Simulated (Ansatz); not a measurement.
Ansatz results at the PBE0-D4/def2-TZVP geometry: LUMO energy (ωB97M-V/def2-TZVPP) 1.63 eV; size of the dipole moment (B3LYP/def2-TZVPP) 1.66 D; HOMO–LUMO gap (B3LYP/def2-TZVPP) 7.95 eV.

Each molecule was computed in one conformer, which needn't be the lowest.

Problem. Which molecule gave them?
A. `O[SiH2]C[SiH](O)O`
B. `O[SiH2]S[SiH2]F`
C. `F[SiH](Cl)[GeH2][Cl]`
D. `C[N]([GeH3])[SiH2]F`

Solution. A. The others give `C[N]([GeH3])[SiH2]F`: 1.95, 1.95, 7.14; `O[SiH2]S[SiH2]F`: 1.49, 2.02, 7.37; `F[SiH](Cl)[GeH2][Cl]`: 0.68, 2.63, 6.71.

B3LYP here is the variant with VWN-RPA as its local correlation; programs differ in this.
